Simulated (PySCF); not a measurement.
C2H6Se.
Bonds: C1–C2, C2–Se3. Hydrogens: H4, H5, H6 on C1; H7, H8 on C2; H9 on Se3.

The calculation used core-valence-separated Tamm–Dancoff BHandHLYP/aug-pcX-1 (pcseg-1 on H, def2-SVPD on Se) in PySCF, non-relativistic, gas phase, PBE0-D3(BJ)/def2-SVP geometry. BHandHLYP without relativity tends to put these K edges a few eV too low, so spacings mean more than positions.

List the carbon K-edge absorption lines.

```
E (eV)       f  core hole on  main final orbital
284.77  0.0523            C2              spread
285.38  0.0108            C1         LUMO (72 %)
286.04  0.0189            C1              spread
286.26  0.0167            C1       LUMO+1 (40 %)
286.30  0.0184            C2         LUMO (58 %)
286.38  0.0197            C1       LUMO+4 (42 %)
286.92  0.0004            C1       LUMO+2 (48 %)
286.95  0.0334            C2       LUMO+4 (33 %)
287.35  0.0019            C2       LUMO+2 (48 %)
287.68  0.0018            C2       LUMO+1 (40 %)
287.74  0.0065            C1              spread
```

The first line with a tenth or more of the strongest one's intensity is at 284.77 eV (f = 0.052), with the hole on C2 (sp3 carbon bound to selenium). It is also the strongest listed.

Roots within 0.03 eV whose holes lie on the same, on equivalent or on shared atoms are summed into one line, and the highest roots are left out, as the search may have cut off their partners. Final orbitals are the ground state's empty Kohn–Sham orbitals.

What length of transition dipole belongs to the line at 285.38 eV?

From f = (2/3) ΔE |μ|² in atomic units, with ΔE = 10.488 Eh and f = 0.0108: |μ| = 0.039 au = 0.10 D.

The list ends where the root search ended, not at a threshold. The BHandHLYP/aug-pcX-1 (pcseg-1 on H, def2-SVPD on Se) calculation is non-relativistic and has no spin–orbit coupling, an omission that weighs most on selenium.

Cost: about 6 s of CPU time on one thread; the machine was shared, so the figure is rough.

The values belong to the conformer `[CH3:1][CH2:2][SeH:3]`: H–Se3–C2–C1 -62°.
